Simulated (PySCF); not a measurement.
# A small calculation by hand: entropy of an ideal gas

SiCl₂, SMILES Cl[Si]Cl (connectivity only; charge and spin as stated), neutral, multiplicity 1.

Geometry optimised at PBE-D3(BJ)/def2-TZVP. The isomer is the one that the SMILES or the coordinates give; other isomers of the formula were not compared.

PBE-D3(BJ)/def2-TZVP in PySCF gives the harmonic wavenumbers 186, 492, 496 cm⁻¹ and the rotational temperatures 0.6875, 0.1291, 0.1087 K. The molar mass is 98.99 g/mol, the symmetry number 2, the spin multiplicity 1.

Problem. Work out the entropy at 298.15 K and 1 atm in the rigid-rotor, harmonic-oscillator model.

Solution. 
Translation (Sackur–Tetrode at 1 atm): S = R[1.5 ln M + 2.5 ln T − 1.16487] = 166.1 J/(mol K).
Rotation: q = (√π/σ) T^1.5/√(θA θB θC) = 46400, S = R[ln q + 3/2] = 101.8 J/(mol K).
Vibration: with u = 1.4388 ν/T, each mode gives R[u/(e^u − 1) − ln(1 − e^−u)]:
| ν (cm⁻¹) | modes | u | S (J/(mol K)) |
|---|---|---|---|
| 186 | 1 | 0.90 | 9.49 |
| 492 | 1 | 2.37 | 2.84 |
| 496 | 1 | 2.39 | 2.80 |
These are all the modes. Sum 15.1 J/(mol K).
Spin: R ln 1 = 0.0 J/(mol K).
Total 283.0 J/(mol K); the program's own thermochemistry gives 283.0. Translation makes up 59 % and vibration 5 %. Anharmonicity, hindered rotation and orbital degeneracy are left out.
